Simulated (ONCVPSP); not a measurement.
**Reading a pseudo-wave (N)**

Columns: radius, all-electron u(r) and pseudo u(r) of the 2p shell (level -28.85 eV) of nitrogen in the configuration [He] 2s2 2p1.5; LDA (Perdew-Zunger), scalar-relativistic, ONCV scheme, ONCVPSP 4.0.1.

| r (bohr) | all-electron | pseudo |
| --- | --- | --- |
| 0.080 | 0.0597 | 0.0256 |
| 0.160 | 0.1850 | 0.0987 |
| 0.240 | 0.3277 | 0.2096 |
| 0.320 | 0.4641 | 0.3443 |
| 0.400 | 0.5833 | 0.4867 |
| 0.480 | 0.6812 | 0.6216 |
| 0.560 | 0.7572 | 0.7369 |
| 0.640 | 0.8125 | 0.8249 |
| 0.720 | 0.8490 | 0.8831 |
| 0.800 | 0.8692 | 0.9129 |
| 0.880 | 0.8754 | 0.9188 |
| 0.960 | 0.8703 | 0.9067 |
| 1.040 | 0.8559 | 0.8825 |
| 1.120 | 0.8343 | 0.8512 |
| 1.200 | 0.8071 | 0.8163 |
| 1.280 | 0.7758 | 0.7799 |
| 1.360 | 0.7415 | 0.7429 |
| 1.440 | 0.7054 | 0.7057 |
| 1.520 | 0.6682 | 0.6682 |
| 1.600 | 0.6306 | 0.6306 |
| 1.680 | 0.5931 | 0.5931 |
| 1.760 | 0.5562 | 0.5562 |
| 1.840 | 0.5201 | 0.5201 |
| 1.920 | 0.4852 | 0.4852 |
| 2.000 | 0.4516 | 0.4516 |
| 2.080 | 0.4195 | 0.4195 |

**Question.** How many radial nodes do the two functions have?

**Answer.** The all-electron 2p function has n − l − 1 = 0; the pseudo-wave has 0.

**Question.** At about which radius was the pseudo-wave matched?

**Answer.** 1.60 bohr. The columns agree to 0.0005 from 1.44 bohr on; several derivatives are matched, so the curves merge somewhat inside the radius.

**Question.** Is the pseudo-wave norm-conserving?

**Answer.** Yes: the ONCV scheme keeps the norm inside the radius equal to the all-electron one, which fixes the energy derivative of the logarithmic derivative at the level.
